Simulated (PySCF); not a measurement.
Excitations are Tamm–Dancoff values on a coarser integration grid. The basis has no diffuse functions, so Rydberg states are missing or too high.

Cartesian coordinates (Å):
SMILES: C1=Cc2ccccc2[SiH2]1
```xyz
17

C     -2.3770     0.9427    -0.1430
C     -1.1748     1.5526    -0.2155
C      0.0311     0.7123    -0.0947
C      1.3422     1.1877    -0.1485
C      2.4059     0.2927    -0.0214
C      2.1656    -1.0685     0.1582
C      0.8526    -1.5492     0.2127
C     -0.2177    -0.6699     0.0877
Si    -2.0854    -0.8903     0.1035
H     -3.3124     1.5003    -0.2242
H     -1.0558     2.6331    -0.3587
H      1.5333     2.2551    -0.2894
H      3.4334     0.6624    -0.0632
H      3.0046    -1.7615     0.2568
H      0.6783    -2.6196     0.3542
H     -2.6207    -1.4302     1.3915
H     -2.6032    -1.7498    -1.0057
```
Charge 0, multiplicity 1.

**Question.** Give the adiabatic ionisation energy (no zero-point term), T1 excitation (TDA), dipole moment, total energy and HOMO–LUMO gap at the level PBE0-D3(BJ)/def2-TZVP // PBE0-D3(BJ)/def2-SVP run with PySCF.

**Answer.** 
```
Property                                                Result
------------------------------------------------  ------------
adiabatic ionisation energy (no zero-point term)       8.09 eV
T1 excitation (TDA)                                    2.95 eV
dipole moment                                           0.73 D
total energy                                      -16293.78 eV
HOMO–LUMO gap                                          5.16 eV
```
